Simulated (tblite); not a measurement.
`C=C(Cl)[C@@H]1C[C@H]1S[SiH3]`. Computed geometry: GFN2-xTB, gas phase.

```
atom  x, y, z in Å
C1    -3.1519    1.2184   -0.1286
C2    -2.1425    0.5242    0.3734
Cl3   -2.2005    0.0014    2.0283
C4    -0.9293    0.1445   -0.3659
C5    -0.2064   -1.1486   -0.0872
C6     0.4159    0.1452    0.3135
S7     1.8184    0.7913   -0.6090
Si8    3.3793   -0.3649    0.3020
H9    -3.1308    1.5508   -1.1507
H10   -4.0174    1.4735    0.4551
H11   -0.9400    0.4804   -1.3950
H12   -0.5917   -1.7890    0.6922
H13    0.2068   -1.6717   -0.9361
H14    0.4519    0.4046    1.3624
H15    3.0853   -1.7747    0.0699
H16    3.3721   -0.0716    1.7304
H17    4.5737    0.0981   -0.3781
```

(1) Which two atoms are farthest apart?

(2) Work out the bond lengths C1–H9, C1–H10, C4–H11, C5–C6, C5–H13, Si8–H15, Si8–H17 in bohr.

(3) What is the repulsion energy of the bare nuclei, Σ ZA·ZB/RAB?

(4) Give the dihedral angles Cl3–C2–C4–C6, H11–C4–C5–H12, C6–C4–C5–H12, C2–C4–C5–H12, C2–C4–C6–S7, C6–S7–Si8–H15.

(5) How far apart are these pairs, which share no bond: C2···H15, Cl3···Si8, H9···H15, H11···H12, H11···H17, H16···H17?

(6) Where is the centre of mass (commonest isotopes), and what is the radius of gyration?

(7) How far are the heavy atoms from their best plane (unweighted least squares)?

(8) What are the angles C2–C4–C5, C5–C4–H11, C5–C4–C6, H15–Si8–H17?

(9) Write the matrix of distances between heavy atoms (Å, lower triangle).

## Answers

(1) H10···H17, 8.74 Å; the next longest distance is 7.88 Å.

(2) For C1–H9 the difference vector is (0.0211, 0.3324, -1.0221) Å, of length 1.0750 Å. 1 bohr = 0.529177 Å. C1–H9 2.031; C1–H10 2.031; C4–H11 2.046; C5–C6 2.817; C5–H13 2.040; Si8–H15 2.757; Si8–H17 2.741 bohr.

(3) 577.85 Eh over 136 pairs, with full nuclear charges and distances in bohr; the largest single term is 55.25 Eh (S7 with Si8).

(4) Cl3–C2–C4–C6 -37° (synclinal); H11–C4–C5–H12 -146° (anticlinal); C6–C4–C5–H12 108° (anticlinal); C2–C4–C5–H12 -1° (synperiplanar); C2–C4–C6–S7 -139° (anticlinal); C6–S7–Si8–H15 60° (synclinal). Dihedral signs follow IUPAC: positive where, seen along the central bond, the front bond turns clockwise onto the rear one.

(5) C2···H15 5.719 Å (5 bonds apart); Cl3···Si8 5.852 Å (5 bonds apart); H9···H15 7.155 Å (7 bonds apart); H11···H12 3.103 Å (3 bonds apart); H11···H17 5.620 Å (5 bonds apart); H16···H17 2.433 Å (2 bonds apart).

(6) Mass 163.988 u; centre at (0.040, 0.149, 0.376) Å; Rg = √(Σ m r²/M) = 2.558 Å. As Ia + Ib + Ic = 2 Σ m r², the three principal moments sum to 2145.7 u·Å².

(7) 0.535 Å rms; C1 0.19, C2 0.07, Cl3 0.56, C4 0.44, C5 1.21, C6 0.17, S7 0.42, Si8 0.25 Å (magnitudes).

(8) From the scalar product of the two bond vectors; for C2–C4–C5 it is -1.1620 Å² over 1.4706 × 1.5074 Å², cos θ = -0.5242. C2–C4–C5 121.6°; C5–C4–H11 116.5°; C5–C4–C6 59.3°; H15–Si8–H17 113.6°.

(9) 
```
C1    0.000
C2    1.324  0.000
Cl3   2.653  1.736  0.000
C4    2.480  1.471  2.715  0.000
C5    3.779  2.600  3.126  1.507  0.000
C6    3.752  2.587  3.132  1.507  1.491  0.000
S7    5.012  4.090  4.871  2.833  2.852  1.799  0.000
Si8   6.734  5.593  5.852  4.390  3.691  3.007  2.145  0.000
```

Its GFN2-xTB frequencies are all real (lowest 31 cm⁻¹). One conformer, not necessarily the lowest.
